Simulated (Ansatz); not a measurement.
The same path of CH$_{8}$FNOSi$_{2}$ (14 atoms, charge 0, multiplicity 1) was run twice with different band settings. The coordinate that changes most is the height of N1 over the plane of its neighbours.

Method: RKS BHLYP/6-31G* (Ansatz 0.2.0).

Relaxed end points:

```xyz
14
Properties=species:S:1:pos:R:3
N -2.657 -0.512 -0.187
Si -1.250 0.446 -0.441
C 0.272 -0.432 0.245
F 0.252 -0.298 1.664
Si 1.970 0.231 -0.263
O 3.032 -0.247 0.903
H -3.450 -0.395 -0.790
H -2.950 -0.736 0.747
H -1.093 0.599 -1.902
H -1.269 1.789 0.180
H 0.208 -1.499 0.037
H 2.392 -0.338 -1.555
H 1.899 1.702 -0.379
H 2.630 -0.339 1.768
```

```xyz
14
Properties=species:S:1:pos:R:3
N -2.786 -0.255 -0.143
Si -1.264 0.462 -0.482
C 0.264 -0.438 0.182
F 0.212 -0.381 1.605
Si 1.969 0.266 -0.236
O 3.028 -0.342 0.873
H -3.084 -1.091 -0.610
H -3.180 -0.191 0.777
H -1.096 0.520 -1.950
H -1.262 1.806 0.120
H 0.231 -1.496 -0.083
H 2.408 -0.162 -1.576
H 1.901 1.741 -0.188
H 2.644 -0.468 1.741
```

Common settings: movable images 9; climbing image yes; spring 5.0 eV/Å²; start path through a guess of the saddle point; force threshold 0.05 eV/Å; iteration limit 60; end points relaxed.

| run | optimiser | largest step |
| --- | --- | --- |
| 1 | quadratic models (default) | default |
| 2 | fire | 0.02 Å |

Problem. What does each run give, and how far can it be trusted?

Solution. Run 1: converged after 7 iterations, highest image 0.008 eV above the first end. A vibrational analysis at the climbing image gives one clearly imaginary mode, 154i cm⁻¹: a first-order saddle point.
Run 2: converged after 45 iterations, highest image 0.022 eV above the first end. Beside the main top the profile has a ripple of under 15 meV (maxima at images 5, 7), which may be a very shallow well or noise. The order of the stationary point at the top wasn't checked.
